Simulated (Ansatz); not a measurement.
C$_{2}$H$_{7}$FO$_{2}$Si$_{2}$ (`C=C[Si@@H](O)[Si@@H](O)F`), relaxed with RKS PBE0-D4/def2-TZVP in Ansatz from a GFN2-xTB geometry. The force threshold is 0.005 eV/Å; the program also tests the step.

Total charge 0; spin multiplicity 1.

Start:

```xyz
14

C    -1.168   -0.746    1.728
C    -1.296    0.410    1.095
Si   -0.508    0.836   -0.572
O    -0.216    2.443   -0.643
Si    1.409   -0.378   -0.887
O     0.942   -1.930   -0.856
F     2.043   -0.162   -2.367
H    -1.652   -0.954    2.670
H    -0.568   -1.543    1.321
H    -1.917    1.175    1.548
H    -1.521    0.753   -1.631
H     0.373    2.903   -0.052
H     2.622   -0.187   -0.083
H     1.456   -2.620   -1.269
```

```csv
step,energy (eV),largest force (eV/Å),largest move (Å)
1,-24746.2249,1.281,0.000
2,-24746.3852,0.750,0.153
3,-24746.4019,0.326,0.083
4,-24746.4178,0.251,0.038
5 (rejected),-24746.4161,0.301,0.186
6,-24746.4360,0.108,0.093
7,-24746.4376,0.073,0.100
8,-24746.4420,0.035,0.071
9,-24746.4420,0.035,0.000
10,-24746.4425,0.029,0.033
11,-24746.4428,0.021,0.016
12,-24746.4429,0.014,0.020
13,-24746.4429,0.019,0.024
14,-24746.4430,0.023,0.020
15,-24746.4431,0.014,0.010
16,-24746.4431,0.009,0.004
17,-24746.4431,0.008,0.005
18,-24746.4431,0.006,0.006
19,-24746.4431,0.003,0.006
```

End:

```xyz
14

C    -1.119   -0.731    1.669
C    -1.364    0.408    1.025
Si   -0.547    0.924   -0.565
O    -0.068    2.509   -0.506
Si    1.329   -0.427   -1.028
O     0.943   -2.002   -0.773
F     1.773   -0.224   -2.556
H    -1.639   -0.995    2.586
H    -0.401   -1.459    1.300
H    -2.107    1.085    1.447
H    -1.511    0.878   -1.694
H     0.533    2.759    0.197
H     2.542   -0.064   -0.236
H     1.634   -2.661   -0.865
```

It took 99 s on 2 threads of an AMD EPYC 7R13 on a shared host and a share of an NVIDIA H100 80 GB, with 0.96 GiB of host memory at the peak.
